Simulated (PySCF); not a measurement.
**Stretching SiRh**

Set-up: Si def2-TZVPP, Rh def2-TZVPP with ECP28; scalar-relativistic core potentials (PySCF 2.14). Energies in eV from Si + Rh (4d8 5s1) in their ground configurations at the same level. State: ²Σ⁺ (doublet), unpaired electrons σ ↑.

All columns are LC-ωPBE. A positive dipole means Si(−)Rh(+).

```tsv
R (Å)	E (eV)	μ (D)	Mulliken charge on Si (basis-dependent)	HOMO (eV)	LUMO (eV)	Mayer bond order	⟨S²⟩
1.742	-1.807	1.03	0.02	-6.79	-0.20	2.81	0.77
1.823	-2.621	1.18	0.02	-6.91	-0.23	2.74	0.78
1.904	-3.048	1.28	0.04	-7.02	-0.24	2.67	0.79
1.965	-3.183	1.33	0.06	-7.10	-0.24	2.61	0.81
2.026	-3.199	1.37	0.07	-7.18	-0.23	2.54	0.85
2.087	-3.130	1.43	0.07	-7.27	-0.24	2.45	0.94
2.168	-2.950	1.55	0.06	-7.42	-0.30	2.31	1.14
2.269	-2.649	1.76	0.03	-7.62	-0.45	2.10	1.46
2.391	-2.256	2.14	-0.03	-7.83	-0.65	1.85	1.80
2.553	-1.750	2.79	-0.11	-7.84	-0.88	1.58	2.12
```

A fit through these points gives, at Re = 2.005 Å, μ = 1.36 D and dμ/dR = 0.766 D/Å; the reduced mass is 22.0 u.

**Question.** How strong is the fundamental in the double-harmonic approximation, I = 42.26·(dμ/dR)²/μred km/mol?

**Answer.** I = 42.26·(0.766)²/22.0 = 1.13 km/mol at LC-ωPBE.

The metal atom is held in its measured ground configuration; semilocal functionals can put another filling of s and d lower by some tenths of an eV, and De to that atom would be smaller. ⟨S²⟩ of the unrestricted solution departs from its pure value on part of the curve, where spin states mix. Spin–orbit coupling is left out, which matters for elements this heavy, above all for dissociation energies. With d or f electrons several states lie close, and the lowest PBE0 determinant need not be the measured ground state.
